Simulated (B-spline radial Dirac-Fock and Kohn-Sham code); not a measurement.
## 3d3/2 emission of Eu⁴⁺

System: the Eu⁴⁺ ion, configuration [Xe] 4f5.

Level of theory: a relativistic independent-particle model: LDA orbitals of the hole state, radiative multipoles to third order, Auger rates from the Coulomb interaction with a continuum orbital, Dirac-Fock energies; an atomic code on a B-spline grid.

| line | multipole | energy (eV) | width (meV) | share (%) |
| --- | --- | --- | --- | --- |
| Mζ2 (M4-N2) | E1 | 865.2 | 0.629 | 11.9 |
| M4-N3 | E1 | 894.7 | 0.0886 | 1.67 |
| M4-O2 | E1 | 1149.8 | 0.108 | 2.04 |
| M4-O3 | E1 | 1154.5 | 0.0152 | 0.287 |
| Mβ (M4-N6) | E1 | 1164.2 | 4.45 | 84.1 |

The listed lines hold 100.0 % of the radiative rate. The radiative width is 0.00529 eV in the length form and 0.00540 eV in the velocity form; the two differ because the transition energies are not eigenvalue differences of the potential that gave the orbitals.

Values without a named source are computed, but for edge energies of neutral atoms, which are taken from tables.
